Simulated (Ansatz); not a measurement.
`CBC(O)F`. The species carries charge 0 and has multiplicity 1. Geometry: relaxed with PBE0-D4/def2-TZVP. It is one conformer, not always the lowest.

```xyz
11

C     1.136    1.243    0.007
B    -0.255    0.596   -0.191
C    -0.519   -0.944    0.117
O    -1.407   -1.478   -0.785
F    -1.087   -0.923    1.410
H     1.141    1.561    1.063
H     1.984    0.564   -0.110
H     1.298    2.151   -0.575
H    -1.222    1.238   -0.481
H     0.374   -1.574    0.223
H    -1.443   -2.434   -0.678
```

**Question.** What is the dipole moment at B3LYP/def2-TZVPP? (An estimate is asked.)

**Answer.** Ansatz gave: 2.14 D, with components (1.87, -0.82, -0.66) D in this frame, pointing from negative to positive charge.

**Question.** And with PBE, r2SCAN, ωB97M-V? (An estimate is asked.)

**Answer.** Ansatz gave: PBE 2.05 D, r2SCAN 2.10 D, ωB97M-V 2.16 D.

**Question.** Give the Mulliken charges with B3LYP, r2SCAN, PBE in def2-TZVPP. (Estimate.)

**Answer.** The calculation gave: 
```csv
atom,B3LYP,r2SCAN,PBE
C1,-0.30,-0.23,-0.32
B2,0.00,0.08,0.01
C3,0.24,0.23,0.17
O4,-0.30,-0.31,-0.25
F5,-0.25,-0.24,-0.20
H6,0.11,0.08,0.12
H7,0.09,0.06,0.09
H8,0.11,0.08,0.11
H9,0.04,0.01,0.02
H10,0.08,0.04,0.07
H11,0.18,0.20,0.19
```

B3LYP here is the variant with VWN-RPA as its local correlation; programs differ in this.
